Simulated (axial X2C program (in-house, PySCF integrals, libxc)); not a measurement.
## Density and ELF of GaW

All values were computed with an axial X2C code built on PySCF integrals. Two-component (2c) means X2C with spin–orbit coupling and atomic mean-field two-electron Coulomb and Gaunt terms. Basis: W dyall-cv3z [13s14p9d7f4g], Ga dyall-cv3z [9s9p7d4f1g] (cores contracted in-house); Gaussian nuclei, density fitting, unrestricted open shells. Masses: W 183.951 u, Ga 68.926 u.

PBE0, 2c, state Ω = 5/2 (⟨Sz⟩ = 2.46, ⟨Lz⟩ = 0.04 at PBE0); W at z = 0, Ga at z = 2.628 Å.

The maps cover the half plane through the axis: z from -2.4 to 4.8 Å along the bond, ρ from 0.15 to 2.25 Å away from it.

log10 of the density in e/bohr³:

```
 ρ\z  -2.4  -1.8  -1.2  -0.6   0.0   0.6   1.2   1.8   2.4   3.0   3.6   4.2   4.8
0.15  -2.9  -2.2  -1.4  -0.1   1.8  -0.1  -1.1  -1.0   0.9   0.4  -1.2  -1.9  -2.6
0.45  -2.9  -2.2  -1.5  -0.4   0.4  -0.4  -1.3  -1.2   0.0  -0.3  -1.4  -2.0  -2.7
0.75  -3.0  -2.4  -1.7  -0.9  -0.4  -0.9  -1.4  -1.4  -0.9  -1.0  -1.6  -2.2  -2.8
1.05  -3.1  -2.5  -2.0  -1.4  -1.1  -1.4  -1.7  -1.7  -1.5  -1.5  -1.9  -2.4  -3.0
1.35  -3.3  -2.7  -2.2  -1.8  -1.6  -1.7  -1.9  -2.0  -1.9  -1.9  -2.2  -2.6  -3.1
1.65  -3.5  -3.0  -2.5  -2.1  -2.0  -2.1  -2.2  -2.4  -2.3  -2.3  -2.5  -2.9  -3.4
1.95  -3.7  -3.2  -2.8  -2.5  -2.3  -2.4  -2.6  -2.7  -2.7  -2.7  -2.9  -3.2  -3.6
2.25  -3.9  -3.5  -3.1  -2.8  -2.7  -2.7  -2.9  -3.1  -3.1  -3.1  -3.2  -3.5  -3.9
```

Electron localisation function (collinear form, no current term, damped to 0 at low density):

```
 ρ\z  -2.4  -1.8  -1.2  -0.6   0.0   0.6   1.2   1.8   2.4   3.0   3.6   4.2   4.8
0.15  0.29  0.38  0.32  0.58  0.26  0.55  0.45  0.17  0.70  0.74  0.38  0.95  0.94
0.45  0.27  0.36  0.29  0.58  0.34  0.54  0.47  0.22  0.57  0.40  0.49  0.95  0.92
0.75  0.23  0.34  0.28  0.41  0.60  0.39  0.51  0.34  0.18  0.19  0.67  0.95  0.89
1.05  0.17  0.31  0.31  0.33  0.44  0.35  0.53  0.41  0.24  0.35  0.81  0.93  0.79
1.35  0.10  0.26  0.33  0.36  0.40  0.41  0.49  0.36  0.33  0.54  0.83  0.87  0.56
1.65  0.05  0.20  0.31  0.39  0.43  0.43  0.41  0.23  0.25  0.51  0.73  0.72  0.23
1.95  0.02  0.12  0.25  0.35  0.40  0.38  0.29  0.12  0.12  0.29  0.49  0.37  0.05
2.25  0.00  0.05  0.16  0.26  0.30  0.27  0.17  0.06  0.04  0.10  0.18  0.08  0.01
```

Axial spin density in 10⁻³ e/bohr³:

```
 ρ\z  -2.4  -1.8  -1.2   -0.6    0.0   0.6   1.2   1.8   2.4   3.0   3.6   4.2   4.8
0.15   0.2   1.7  15.4  107.5   94.8  98.3  17.3  -0.7   8.3  -0.3  -3.0  -1.6  -0.5
0.45   0.2   1.6  12.9   87.3   51.4  85.2  16.1   1.1  -0.3   0.6  -2.3  -1.3  -0.4
0.75   0.1   1.3   9.3   52.6  104.7  55.6  13.0   2.9   1.9   1.0  -1.2  -0.9  -0.3
1.05   0.1   1.0   5.9   26.4   50.2  29.4   9.0   3.2   2.6   1.2  -0.5  -0.5  -0.2
1.35   0.1   0.7   3.4   12.1   20.7  13.9   5.4   2.4   1.9   0.9  -0.1  -0.3  -0.1
1.65   0.1   0.4   1.8    5.4    8.4   6.3   2.9   1.5   1.1   0.6   0.0  -0.1  -0.1
1.95   0.0   0.2   0.9    2.3    3.4   2.8   1.5   0.8   0.6   0.3   0.0  -0.1   0.0
2.25   0.0   0.1   0.4    1.0    1.4   1.2   0.7   0.5   0.3   0.2   0.0   0.0   0.0
```

The state is one determinant whose occupation by symmetry is held fixed; it was picked as the lowest of a PBE0 search that is not exhaustive. Density functionals use the spin component along the axis (collinear). With several unpaired electrons one determinant need not be a pure state. This is the top spin component of a Σ state; components of lower Ω are not single determinants and can lie lower. The determinant is spin-polarised beyond a pure state at some levels (its spin-free form has ⟨S²⟩ too high), which makes Re and μ there less reliable.
